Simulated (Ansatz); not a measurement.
Input for Ansatz (development build ahead of 0.2.0):

```yaml
crystal:
  periodic: [false, false, false]
  atoms:
    - { symbol: Mn, position_ang: [0.0, 0.0, 0.0] }
    - { symbol: B, position_ang: [0.0, 2.0516, 0.0] }
    - { symbol: Cl, position_ang: [0.0, -2.2172, 0.0] }
basis:
  gaussian: { orbitals: pcseg-2 }
magnetization:
  spin_polarized: true
  initial_magnetization: 1
hamiltonian:
  xc: pbe0
```

The input is written out in the form of the current development build from the run's settings.

Results

| Property | Result |
| --- | --- |
| Converged | yes |
| Total energy | -1635.55041 hartree |
| Spin squared of the determinant | 3.148 |
| Stability test | minimum |

Caution: another spin multiplicity may lie lower; the unrestricted determinant is a mixture of spin states.
